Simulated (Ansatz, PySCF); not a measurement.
Al(F)(OH)(OEt) (C2H6AlFO2), SMILES CC[O][Al]([OH])[F]. Atoms are numbered in the order given.

```xyz
12

Al     0.5226    -0.1376     0.7303
F      1.6825    -1.0907     1.4304
O      0.3697     1.4872     1.1720
H      0.9147     1.9359     1.8197
O     -0.4856    -0.8397    -0.4155
C     -1.4675    -0.3985    -1.3060
C     -1.0380     0.8307    -2.0817
H     -1.6933    -1.2235    -2.0048
H     -2.4073    -0.1845    -0.7620
H     -0.1221     0.6220    -2.6573
H     -1.8198     1.1478    -2.7891
H     -0.8340     1.6710    -1.3981
```
Charge 0, spin multiplicity 1.

Geometry optimised at PBE0-D3(BJ)/def2-SVP. The structure was generated by enumeration; whether it is a known compound was not checked. The values are those of a single conformer.

Two levels are set side by side: PBE-D3(BJ)/def2-SVP (Ansatz, a program for electronic structure) and PBE0-D3(BJ)/def2-SVP (Ansatz). Each level has its own optimised geometry; the coordinates shown are those of the second. Frequencies come from the Hessian of PySCF at each geometry. Differences are taken from unrounded values.

```csv
quantity,PBE0-D3(BJ)
mean bond length (Å),1.310
bond Al1–F2 (Å),1.656
bond Al1–O3 (Å),1.691
bond Al1–O5 (Å),1.680
bond O5–C6 (Å),1.397
bond C6–C7 (Å),1.516
bond O3–H4 (Å),0.958
bond C6–H8 (Å),1.105
bond C6–H9 (Å),1.107
bond C7–H10 (Å),1.102
bond C7–H11 (Å),1.101
bond C7–H12 (Å),1.102
highest harmonic wavenumber (cm⁻¹),3988
mean harmonic wavenumber (cm⁻¹),1280
zero-point energy (kcal/mol),54.89
```

### Question
What does PBE-D3(BJ) give, and how far is it from PBE0-D3(BJ)? (Estimate from the structure and the level; the computed values follow.)

### Answer

| quantity | PBE-D3(BJ) | PBE-D3(BJ) minus PBE0-D3(BJ) |
|---|---|---|
| mean bond length (Å) | 1.322 | 0.012 |
| bond Al1–F2 (Å) | 1.671 | 0.014 |
| bond Al1–O3 (Å) | 1.709 | 0.019 |
| bond Al1–O5 (Å) | 1.700 | 0.020 |
| bond O5–C6 (Å) | 1.413 | 0.016 |
| bond C6–C7 (Å) | 1.525 | 0.009 |
| bond O3–H4 (Å) | 0.970 | 0.012 |
| bond C6–H8 (Å) | 1.114 | 0.009 |
| bond C6–H9 (Å) | 1.116 | 0.009 |
| bond C7–H10 (Å) | 1.110 | 0.008 |
| bond C7–H11 (Å) | 1.109 | 0.008 |
| bond C7–H12 (Å) | 1.111 | 0.008 |
| highest harmonic wavenumber (cm⁻¹) | 3810 | -178 |
| mean harmonic wavenumber (cm⁻¹) | 1236 | -44 |
| zero-point energy (kcal/mol) | 53.02 | -1.87 |

Exact exchange shortens and stiffens bonds; PBE has none. Differences between two approximate levels are no errors against the true value.
